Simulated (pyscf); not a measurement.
Optimised with ωB97X-D3(BJ)/def2-SVP in PySCF. Correlated levels are frozen-core, on RHF or UHF. ΔMP2 is the change of the MP2 total energy from the triple- to the quadruple-zeta basis.

What is the homolytic dissociation enthalpy (298 K, CCSD(T)/def2-TZVPP + ΔMP2(QZVPP)) of the B–O bond of `[BH2][O][BH2]`, to BH₂• + H₂B–O•?

B–O to BH₂• + H₂B–O•: 5.55 eV. The radicals are drawn with the spin at the cut bond; how far it spreads was not checked. Other isomers of H₂B–O• were not searched in full and may lie lower. The CCSD(T) − MP2 part came from Ansatz, without density fitting, on the same reference.
